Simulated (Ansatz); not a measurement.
The cluster Be2Te2⁺. Charge 1, multiplicity 2. Geometry PBE0-D4/def2-TZVP, that of the neutral singlet.

```xyz
4

Be   -0.664   -0.624    0.509
Be    0.664    0.624   -0.509
Te   -1.545    1.077   -0.699
Te    1.545   -1.077    0.699
```

In the def2 sets Te takes a core potential; there is no spin–orbit coupling. The structure comes from a short search, and lower isomers may exist.

Question: Estimate the α-spin orbital energies around the gap (eV) in Ansatz with PBE-D4/def2-TZVP, r2SCAN-D4/def2-TZVP, PBE0-D4/def2-TZVP.

Answer: 
| orbital | PBE-D4/def2-TZVP | r2SCAN-D4/def2-TZVP | PBE0-D4/def2-TZVP |
| --- | --- | --- | --- |
| HOMO−5 | -14.21 | -14.54 | -15.46 |
| HOMO−4 | -12.41 | -12.66 | -13.47 |
| HOMO−3 | -12.01 | -12.35 | -13.13 |
| HOMO−2 | -11.99 | -12.24 | -13.02 |
| HOMO−1 | -11.89 | -12.17 | -12.95 |
| HOMO | -11.03 | -11.41 | -12.09 |
| LUMO | -8.15 | -7.76 | -7.35 |
| LUMO+1 | -6.93 | -6.52 | -6.14 |
| LUMO+2 | -6.80 | -6.45 | -6.04 |
| LUMO+3 | -5.90 | -5.40 | -5.06 |
| LUMO+4 | -5.09 | -4.65 | -4.29 |
| LUMO+5 | -3.82 | -3.35 | -2.98 |
| β HOMO | -11.51 | -11.62 | -12.13 |
| β LUMO | -10.27 | -10.15 | -9.64 |
